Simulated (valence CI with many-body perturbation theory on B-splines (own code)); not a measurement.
**E1 transitions of Rb XXV**

Calculated by configuration interaction combined with many-body perturbation theory (CI+MBPT): three valence electrons over a frozen Dirac-Fock core [Ne], radial functions for each j: 11 s, 11 p, 9 d, 7 f, 5 g, 2 h, 1 i, with the one-electron correlation potential Σ1, the two-electron term Σ2, the three-electron term Σ3, Breit, model QED; selected CI, second order for the rest (own B-spline code, finite nucleus).

No measured levels were compared; by estimate levels of excited configurations hold to 0.05 to 0.15 % of their energy, terms of the ground configuration to about 0.5 %.

Lines 101 to 150 of 275 in falling wavelength, among levels below 261.36 eV, chosen from the strongest by gf and those to the six lowest levels. Wavelengths and rates use the calculated energies, so an error of 600 cm⁻¹ moves a line at 147.1 Å by 0.088 % and its rate by three times that or more. Electric multipoles are in the length gauge, E1 and E2 with the static RPA response of the core. Weak lines are less certain than strong ones. Lines between different terms over intervals too small for the method are left out, as are lines whose strength nearly cancels. Where a level lies close to another of its J and parity, the split of strength between their lines is uncertain. The highest levels of a list are the least certain.

Names give the largest LS component (configuration and term), which can be under half, so a name can repeat, a term be missing and a line seem to break the LS rules; names also repeat where a configuration has a term twice. Letters in brackets count levels of one name in rising energy.

| λ vac (Å) | Upper | Lower | A (s⁻¹) | S (a.u.) |
| --- | --- | --- | --- | --- |
| 147.1 | 3s 3p 3d 4D°_1/2 | 3s 3p2 2D_3/2 | 3.21e+08 | 1.01e-03 |
| 146.9 | 3s 3p 3d 2P°_3/2 [a] | 3s 3p2 2P_3/2 | 1.54e+10 | 9.65e-02 |
| 146.8 | 3p2 3d 2G_9/2 | 3s 3p 3d 4F°_9/2 | 1.47e+10 | 2.29e-01 |
| 146.6 | 3p2 3d 4D_3/2 | 3s 3p 3d 4F°_5/2 | 1.57e+10 | 9.77e-02 |
| 146.2 | 3p2 3d 4D_5/2 | 3s 3p 3d 4F°_5/2 | 1.73e+10 | 1.60e-01 |
| 145.7 | 3p2 3d 2P_3/2 [b] | 3s 3p 3d 2D°_5/2 [a] | 7.84e+09 | 4.79e-02 |
| 145.5 | 3s 3p 3d 4F°_5/2 | 3s 3p2 4P_5/2 | 2.32e+09 | 2.12e-02 |
| 145.4 | 3p2 3d 4D_7/2 | 3s 3p 3d 4P°_5/2 | 6.90e+09 | 8.38e-02 |
| 145.2 | 3s 3p 3d 2D°_3/2 | 3s 3p2 2P_1/2 | 8.09e+09 | 4.90e-02 |
| 144.9 | 3s 3p 3d 2P°_3/2 [b] | 3s2 3d 2D_5/2 | 4.22e+10 | 2.53e-01 |
| 144.9 | 3p2 3d 2F_7/2 [a] | 3p3 2D°_5/2 | 9.38e+09 | 1.13e-01 |
| 144.8 | 3s 3p 3d 2P°_1/2 [b] | 3s2 3d 2D_3/2 | 4.24e+10 | 1.27e-01 |
| 144.8 | 3p2 3d 2G_7/2 | 3s 3p 3d 4F°_7/2 | 4.08e+09 | 4.89e-02 |
| 144.4 | 3p2 3d 2D_5/2 | 3p3 2P°_3/2 | 5.10e+09 | 4.54e-02 |
| 144.4 | 3p2 3d 2F_7/2 [b] | 3s 3p 3d 2D°_5/2 [a] | 1.37e+10 | 1.62e-01 |
| 144.4 | 3s 3p2 2S_1/2 | 3s2 3p 2P°_3/2 | 5.42e+10 | 1.61e-01 |
| 144.3 | 3s 3p2 2P_1/2 | 3s2 3p 2P°_1/2 | 7.11e+10 | 2.11e-01 |
| 143.7 | 3p2 3d 2P_3/2 [a] | 3p3 2D°_5/2 | 2.04e+10 | 1.19e-01 |
| 143.6 | 3s 3p 3d 2D°_5/2 [b] | 3s2 3d 2D_5/2 | 5.17e+10 | 4.53e-01 |
| 142.8 | 3s 3p 3d 2P°_3/2 [c] | 3s2 3d 2D_5/2 | 2.58e+10 | 1.48e-01 |
| 142.5 | 3s 3p2 2P_3/2 | 3s2 3p 2P°_3/2 | 6.83e+10 | 3.90e-01 |
| 142.3 | 3p2 3d 2D_3/2 [b] | 3p3 2P°_3/2 | 1.32e+10 | 7.53e-02 |
| 142.1 | 3p2 3d 4D_3/2 | 3s 3p 3d 4F°_3/2 | 1.20e+10 | 6.77e-02 |
| 142.0 | 3s 3p 3d 2P°_3/2 [b] | 3s2 3d 2D_3/2 | 7.39e+09 | 4.18e-02 |
| 141.8 | 3s 3p 3d 4F°_3/2 | 3s 3p2 4P_3/2 | 5.06e+09 | 2.85e-02 |
| 141.0 | 3p3 2P°_3/2 | 3s 3p2 2D_3/2 | 1.48e+09 | 8.18e-03 |
| 140.6 | 3s 3p 3d 2D°_5/2 [b] | 3s2 3d 2D_3/2 | 5.39e+09 | 4.44e-02 |
| 140.6 | 3s 3p 3d 4D°_7/2 | 3s 3p2 2D_5/2 | 5.90e+09 | 6.47e-02 |
| 139.9 | 3s 3p 3d 2P°_3/2 [c] | 3s2 3d 2D_3/2 | 6.09e+10 | 3.29e-01 |
| 139.9 | 3p2 3d 2P_3/2 [b] | 3s 3p 3d 2D°_3/2 | 1.58e+10 | 8.53e-02 |
| 139.3 | 3s 3p 3d 2F°_5/2 [a] | 3s 3p2 2D_5/2 | 5.17e+09 | 4.14e-02 |
| 138.8 | 3p2 3d 4D_7/2 | 3s 3p 3d 4F°_7/2 | 6.53e+09 | 6.91e-02 |
| 138.6 | 3s 3p 3d 4F°_7/2 | 3s 3p2 4P_5/2 | 5.27e+09 | 5.54e-02 |
| 137.6 | 3p2 3d 2D_5/2 | 3s 3p 3d 4D°_3/2 | 8.87e+09 | 6.85e-02 |
| 137.6 | 3s 3p 3d 4F°_5/2 | 3s 3p2 4P_3/2 | 2.25e+09 | 1.74e-02 |
| 137.2 | 3s 3d2 4F_5/2 | 3s 3p 3d 4P°_3/2 | 1.35e+10 | 1.03e-01 |
| 136.8 | 3p2 3d 2F_7/2 [b] | 3s 3p 3d 2F°_5/2 [a] | 4.49e+09 | 4.55e-02 |
| 136.3 | 3p2 3d 4D_5/2 | 3p3 4S°_3/2 | 5.40e+09 | 4.06e-02 |
| 135.4 | 3s 3p 3d 2F°_5/2 [b] | 3s 3p2 2P_3/2 | 1.59e+10 | 1.17e-01 |
| 135.3 | 3p3 4S°_3/2 | 3s 3p2 4P_1/2 | 1.29e+10 | 6.30e-02 |
| 135.1 | 3p2 3d 2F_7/2 [b] | 3s 3p 3d 4D°_5/2 | 4.29e+09 | 4.18e-02 |
| 134.1 | 3p2 3d 2D_3/2 [a] | 3p3 2P°_1/2 | 1.85e+10 | 8.80e-02 |
| 134.0 | 3s 3p 3d 2P°_1/2 [a] | 3s 3p2 2S_1/2 | 5.56e+10 | 1.32e-01 |
| 133.8 | 3s 3p 3d 4D°_5/2 | 3s 3p2 2D_3/2 | 1.92e+10 | 1.36e-01 |
| 132.7 | 3p2 3d 2P_1/2 [c] | 3p3 2P°_1/2 | 4.43e+10 | 1.02e-01 |
| 132.7 | 3s 3p 3d 4P°_5/2 | 3s 3p2 4P_5/2 | 9.12e+09 | 6.31e-02 |
| 132.6 | 3s 3p 3d 4P°_3/2 | 3s 3p2 2D_3/2 | 7.29e+09 | 3.36e-02 |
| 132.6 | 3s 3p 3d 4P°_1/2 | 3s 3p2 2D_3/2 | 6.14e+08 | 1.41e-03 |
| 132.3 | 3s 3p 3d 2D°_5/2 [a] | 3s 3p2 2D_5/2 | 5.34e+10 | 3.66e-01 |
| 132.2 | 3s 3p 3d 4D°_3/2 | 3s 3p2 4P_5/2 | 6.20e+08 | 2.83e-03 |
